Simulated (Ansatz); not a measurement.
Cost and result for the atomization energy of `CO[SiH](C#N)OC` (14 atoms, 13 bonds).

```xyz
14

C     1.282   -2.244   -0.681
O     1.251   -0.872   -0.343
Si   -0.070    0.055   -0.303
C    -1.315   -0.713    0.854
N    -2.096   -1.188    1.556
O     0.382    1.488    0.285
C    -0.486    2.565    0.577
H     0.671   -2.835    0.008
H     2.316   -2.580   -0.611
H     0.928   -2.410   -1.704
H    -0.751    0.154   -1.614
H     0.123    3.392    0.943
H    -1.210    2.291    1.350
H    -1.025    2.896   -0.317
```

The species carries charge 0 and has multiplicity 1. The structure was optimised at the PBE0-D4/def2-TZVP level. It is one conformer, not always the lowest. Program: Ansatz. All runs use 2 threads of an AMD EPYC 7R13 on a shared host and a share of an NVIDIA H100 80 GB. Times are those of one run each, without the atoms' runs, and a repeat can differ threefold. Electronic energies, without spin–orbit coupling; frozen cores. CCSD(T)/CBS adds CCSD(T) − MP2 in def2-TZVPP to the MP2 limit, and its time is that of the two runs behind it. T1 = 0.012. B3LYP takes the VWN-RPA correlation (the form of Gaussian; ORCA's B3LYP/G).

CCSD(T)/CBS is a level of theory with its own doubt, some kJ/mol a heavy atom from the limit and from the frozen cores, so smaller differences don't rank the functionals.

| level | functions | wall time | atomization (kJ/mol) | difference from CCSD(T)/CBS | per bond |
| --- | --- | --- | --- | --- | --- |
| PBE0-D4/def2-TZVPP | 326 | 2.8 s | 5751.9 | -18.1 | -1.4 |
| PBE-D4/def2-TZVPP (with forces) | 326 | 3 s | 5893.1 | 123.1 | 9.5 |
| ωB97X-V/def2-TZVPP | 326 | 3.1 s | 5779.4 | 9.4 | 0.7 |
| B3LYP-D4/def2-TZVPP (with forces) | 326 | 3.2 s | 5764.9 | -5.1 | -0.4 |
| B2PLYP/def2-TZVPP | 326 | 3.6 s | 5718.9 | -51.1 | -3.9 |
| r2SCAN-D4/def2-TZVPP (with forces) | 326 | 3.7 s | 5759.8 | -10.2 | -0.8 |
| ωB97M-V/def2-TZVPP (with forces) | 326 | 3.8 s | 5785.0 | 15.0 | 1.2 |
| MP2/def2-QZVPP | 622 | 7 s | 5846.4 | 76.4 | 5.9 |
| CCSD(T)/def2-TZVPP | 326 | 11 s | 5608.7 | -161.3 | -12.4 |
| CCSD(T)/CBS(def2) | – | 18 s | 5770.0 | 0.0 | 0.0 |

The D4 term adds +47.1 kJ/mol with B3LYP and +25.3 kJ/mol with PBE0; it sums over pairs of atoms, weighted by their polarisabilities, and B3LYP, whose exchange is more repulsive, gets the larger term. In def2-TZVPP, CCSD(T) changes the Hartree–Fock value by +1514.8 kJ/mol (the triples alone add +98.5 kJ/mol) and MP2 by +1656.0 kJ/mol; breaking electron pairs costs correlation energy, which Hartree–Fock lacks. From PBE to PBE0 (25 % exact exchange), in def2-TZVPP and without D4, the atomization energy moves by −136.8 kJ/mol: exact exchange takes away binding that semilocal exchange gives to molecules.
